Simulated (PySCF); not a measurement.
Cl4OW, SMILES [O]=[W]([Cl])([Cl])([Cl])[Cl] (connectivity only; charge and spin as stated), charge -1, multiplicity 2.

Geometry optimised at r2SCAN-D4/def2-SVPD. The spin state was assumed, not searched. The isomer is the one that the SMILES or the coordinates give; other isomers of the formula were not compared. The def2 effective core potentials stand for the cores of W; spin–orbit coupling is left out.

Two levels are set side by side: PBE/def2-SVPD (PySCF) and r2SCAN/def2-SVPD (PySCF). Same geometry, gas phase. Differences are taken from unrounded values.

| quantity | r2SCAN | PBE | PBE minus r2SCAN |
|---|---|---|---|
| α-spin orbital gap (eV) | 2.39 | 1.92 | -0.47 |
| β-spin orbital gap (eV) | 3.51 | 2.95 | -0.57 |
| mean polarisability (bohr³) | 113.9 | 120.1 | 6.2 |

Rough cost on one machine, each run with all the roots and properties that it gave: r2SCAN against PBE about 2 times.
